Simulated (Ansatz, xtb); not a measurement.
**Isomers of C4H5NOS in order of energy**

3 gas-phase structures of C4H5NOS, from a drawn sample of its isomers (lower ones may exist). Each was relaxed with GFN2-xTB; where two conformers were screened, the lower at r2SCAN-D4/def2-SVP is listed:

A. `COc1nccs1`, a singlet
B. `COc1cncs1`, a singlet
C. `COc1cscn1`, a singlet

Question: Make a reasoned guess at their ranking by r2SCAN-D4/def2-SVP single-point energy.

Answer: Calculated order at r2SCAN-D4/def2-SVP: A (0.0), C (2.7), B (9.2) kcal/mol.

Energies above the lowest of each column, in kcal/mol; the last columns are at B3LYP-D3(BJ)/def2-SVP geometries:

```
structure  GFN2-xTB  HF/STO-3G  r2SCAN-D4/def2-SVP  B3LYP-D3(BJ)/def2-SVP  CCSD(T)/def2-SVP + ΔMP2/def2-TZVPP
        A       0.0        0.0                 0.0                    0.0                                 0.0
        C       3.3        4.6                 2.7                    2.7                                 2.3
        B       6.8        6.1                 9.2                    8.5                                 8.9
```

Every level run on A puts it lowest or level with the lowest. Flexible structures stand in one conformer each, not always the lowest. ΔMP2 is the change of the MP2 energy from the smaller to the larger basis.

Programs: Ansatz 0.2.0, xtb 6.7.1.
